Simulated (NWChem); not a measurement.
Species: CrO₄ (charge -2); SMILES [O]=[Cr-2](=[O])(=[O])=[O]

Program: NWChem. Pople sets run with spherical d functions. Sets without diffuse functions describe the anion's extra electron poorly. All runs use the structure optimised with B3LYP/def2-SVPD. No frequency run checked for a minimum. The highest occupied level is positive in some or all of these runs, so the extra electron may be held by the finite basis. Level MN15/6-31G*: energy and gradient on several grids; changes count from the extra-fine grid, which is no exact limit either.

```csv
grid,size of the energy change (μHa),largest change of a gradient component (μHa/bohr),"time, medium = 1 (rough)"
xcoarse,5000,3000,0.5
coarse,500,400,about 1
medium,10,40,about 1
fine,< 10,< 30,about 1
xfine,< 10,< 30,about 1
```
